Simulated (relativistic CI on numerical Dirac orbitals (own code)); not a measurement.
## Sensitivity of the levels of Ta³³⁺ to α and to the nuclear radius

Calculated at this level of theory: Dirac-Coulomb-Breit CI, KLI orbitals optimised for each configuration, derivatives by finite differences, unscaled Slater integrals, QED left out (own radial code, finite nucleus).

Configuration list (outside the closed core [Ar] 3d10 4s2): 4p⁶4d⁴, 4p⁵4d⁵, 4p⁶4d³4f, 4p⁶4d²5s², 4p⁶4d4f5s². Double excitations out of closed p, d and f shells are left out; levels of such configurations are missing from the list, as are those of other unlisted configurations, and high levels can miss mixing partners.

With x = (α/α₀)² − 1 an excitation energy changes as ω = ω₀ + qx; K = 2q/ω₀ is the relative enhancement. Terms are leading LS components, so labels can repeat. The field-shift factor is F = δν/δ⟨r²⟩ for the transition from the lowest level.

Lowest level 4p⁶4d⁴ ³P0.

```
     Level  ω₀ (cm⁻¹)  q (cm⁻¹)     K  F (GHz/fm²)
4p⁶4d⁴ ⁵D1     103296    133900  2.59         3.32
4p⁶4d⁴ ⁵D2     145504    152900   2.1         3.97
4p⁶4d⁴ ³F4     145952    132900  1.82         3.58
4p⁶4d⁴ ⁵D3     158873    147300  1.85         3.95
4p⁶4d⁴ ⁵D0     238401    262600   2.2         6.74
4p⁶4d⁴ ⁵D2     246565    246300     2         6.48
4p⁶4d⁴ ⁵D4     247876    266900  2.15         6.89
4p⁶4d⁴ ⁵D3     253962    261800  2.06         6.83
4p⁶4d⁴ ³H5     269488    262600  1.95         6.95
4p⁶4d⁴ ³P1     279959    270100  1.93         7.17
4p⁶4d⁴ ³H6     280603    263300  1.88         7.05
4p⁶4d⁴ ³G4     296495    266500   1.8         7.21
4p⁶4d⁴ ³F3     296784    258600  1.74         7.05
```

At this charge energies of transitions that change n are usually good to better than 1 %, and those within a shell (Δn = 0) to a few per cent. Terms inside the open d or f shell come out 10 to 20 % too wide with unscaled integrals.
